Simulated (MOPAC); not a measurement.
MOPAC input (PM3):

```
PM3 PRECISE GNORM=0.05 LET XYZ UHF MS=0.5 GEO-OK AUX(PRECISION=9) THREADS=1
CH5OSi

C    -1.47930400 1   -0.14178400 1   -0.19580700 1
Si    0.37161000 1   -0.40586400 1    0.04480300 1
O     0.95198300 1    1.14439900 1    0.13646900 1
H    -1.94720700 1   -1.12693000 1   -0.26708000 1
H    -1.67520800 1    0.41265800 1   -1.11245000 1
H    -1.90678400 1    0.39515500 1    0.64975500 1
H     0.95096100 1   -1.13972100 1   -1.10686000 1
H     0.63565700 1   -1.16355200 1    1.29248500 1
```

From the output:

```
                                                       MOPAC v23.2.5 Linux

          FINAL HEAT OF FORMATION =        -31.33135 KCAL/MOL =    -131.09036 KJ/MOL

          COSMO AREA              =        101.52 SQUARE ANGSTROMS
          COSMO VOLUME            =         88.35 CUBIC ANGSTROMS

          GRADIENT NORM           =          0.02731          =       0.00966 PER ATOM
          IONIZATION POTENTIAL    =         10.196171 EV
          ALPHA SOMO LUMO (EV)    =        -10.573  0.558
          BETA  SOMO LUMO (EV)    =        -10.196 -0.448
          NO. OF ALPHA ELECTRONS  =         10
          NO. OF BETA  ELECTRONS  =          9
          MOLECULAR WEIGHT        =         61.1354         POINT GROUP:  Cs

          MOLECULAR DIMENSIONS (Angstroms)

            Atom       Atom       Distance
            H     4    O     3     3.88276
            H     5    H     8     3.47344
            H     6    H     7     3.33326

          SCF CALCULATIONS        =         20

   ATOM   CHEMICAL          X               Y               Z
  NUMBER   SYMBOL      (ANGSTROMS)     (ANGSTROMS)     (ANGSTROMS)

     1       C         -1.51880115  *  -0.19818832  *  -0.20157617  *
     2      Si          0.33502386  *  -0.33749010  *   0.04076309  *
     3       O          1.09418789  *   1.13642138  *   0.15499139  *
     4       H         -1.98982268  *  -1.18332274  *  -0.27334658  *
     5       H         -1.76322474  *   0.34938453  *  -1.11712539  *
     6       H         -1.99295032  *   0.33190911  *   0.63031280  *
     7       H          0.93970981  *  -1.11540436  *  -1.09916459  *
     8       H          0.62660860  *  -1.13938954  *   1.28261788  *

                             CARTESIAN COORDINATES

   1    C       -1.518801152    -0.198188316    -0.201576167
   2   Si        0.335023856    -0.337490096     0.040763087
   3    O        1.094187890     1.136421376     0.154991393
   4    H       -1.989822679    -1.183322739    -0.273346582
   5    H       -1.763224736     0.349384532    -1.117125390
   6    H       -1.992950318     0.331909114     0.630312800
   7    H        0.939709815    -1.115404356    -1.099164586
   8    H        0.626608596    -1.139389538     1.282617880

           Empirical Formula: C H5 O Si  =     8 atoms

      MOLECULAR POINT GROUP   :   Cs

          ALPHA EIGENVALUES
 -32.36141 -28.91419 -16.05169 -14.96615 -14.26801 -13.30689 -13.05676 -12.34940
 -10.78977 -10.57300   0.55839   1.71827   1.87132   1.87248   4.53217   4.62213
   4.62537

           BETA EIGENVALUES
 -31.89207 -28.91027 -15.59221 -14.16573 -14.09259 -12.76155 -11.90168 -11.24334
 -10.19617  -0.44807   0.83510   1.79002   2.10148   2.64641   4.53398   4.62328
   4.62715

              NET ATOMIC CHARGES AND DIPOLE CONTRIBUTIONS

  ATOM NO.   TYPE          CHARGE      No. of ELECS.   s-Pop       p-Pop
    1          C          -0.305718        4.3057     1.16206     3.14365
    2         Si           0.679889        3.3201     0.94181     2.37830
    3          O          -0.338235        6.3382     1.88132     4.45692
    4          H           0.053363        0.9466     0.94664
    5          H           0.056003        0.9440     0.94400
    6          H           0.056002        0.9440     0.94400
    7          H          -0.100611        1.1006     1.10061
    8          H          -0.100692        1.1007     1.10069
 DIPOLE           X         Y         Z       TOTAL
 POINT-CHG.    -0.731    -1.687    -0.113     1.842
 HYBRID        -0.252     0.104    -0.032     0.275
 SUM           -0.983    -1.584    -0.145     1.870

          ATOMIC ORBITAL ELECTRON POPULATIONS

     Atom    s        px        py        pz
    1  C   1.16206   1.08063   1.02758   1.03545
    2 Si   0.94181   0.78529   0.71654   0.87647
    3  O   1.88132   1.82523   1.56612   1.06557
    4  H   0.94664
    5  H   0.94400
    6  H   0.94400
    7  H   1.10061
    8  H   1.10069

                    (SZ)    =    0.500000
                    (S**2)  =    0.772738

          ATOMIC ORBITAL SPIN POPULATIONS

    Atom   Total    s     px     py     pz
         Atomic
    1  C  0.0066  0.001  0.003  0.001  0.001
    2 Si -0.2301 -0.040 -0.026 -0.059 -0.105
    3  O  0.9524 -0.001  0.028  0.032  0.894
    4  H -0.0017 -0.002
    5  H -0.0030 -0.003
    6  H -0.0030 -0.003
    7  H  0.1396  0.140
    8  H  0.1392  0.139

 **********************
 *                    *
 * JOB ENDED NORMALLY *
 *                    *
 **********************

 == MOPAC DONE ==
```

The geometry given is a B3LYP-D3(BJ)/def2-TZVP minimum.
